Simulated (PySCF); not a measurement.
Predicted microwave data (PBE0/pcSseg-1 in PySCF (dipole) on a GFN2-xTB geometry, gas phase) for one isomer of C6H14O:

```
Rotational constants : A = 4125, B = 1543, C = 1364 MHz
Dipole components    : |μa| = 0.00 D, |μb| = 0.00 D, |μc| = 1.23 D
Inertial defect      : -79.61 u·Å²
κ                    : -0.87
```

Task: Which candidate fits, each taken in the one conformer that was computed?
A. `[CH3:1][CH2:2][O:3][C:4]([CH3:5])([CH3:6])[CH3:7]` with C1–C2–O3–C4 180°
B. `[CH3:1][CH2:2][O:3][CH2:4][CH:5]([CH3:6])[CH3:7]` with C1–C2–O3–C4 -71°, C2–O3–C4–C5 -171°, O3–C4–C5–C6 -65°
C. `[CH3:1][CH:2]([CH3:3])[O:4][CH:5]([CH3:6])[CH3:7]` with C1–C2–O4–C5 -86°, C2–O4–C5–C6 153° (diisopropyl ether)
D. `[CH3:1][CH2:2][CH2:3][CH2:4][O:5][CH2:6][CH3:7]` with C1–C2–C3–C4 -177°, C2–C3–C4–O5 66°, C3–C4–O5–C6 -179°, C4–O5–C6–C7 178°

Result: C. It is CC(C)OC(C)C, an asymmetric top, point group C2. The candidates at the same level (rigid rotor, commonest isotopes):

```tsv
SMILES	A (MHz)	B (MHz)	C (MHz)	μa (D)	μb (D)	μc (D)	Δ (u·Å²)	point group	rotor
CC(C)OC(C)C	4125	1543	1364	0.00	0.00	1.23	-79.61	C2	asymmetric top
CCOC(C)(C)C	4113	1561	1532	0.30	1.17	0.00	-116.79	Cs	near-prolate asymmetric top
CCCCOCC	6208	1010	920.2	0.47	0.85	0.56	-32.67	C1	near-prolate asymmetric top
CCOCC(C)C	5336	1212	1140	0.41	0.98	0.48	-68.62	C1	near-prolate asymmetric top
```

`CCOC(C)(C)C` has C 12 % too high; `CCCCOCC` has A 51 % too high; `CCOCC(C)C` has A 29 % too high. In the right answer the symmetry axis of this C2 structure is c, so μa and μb vanish by symmetry. No structure here is proved a minimum.
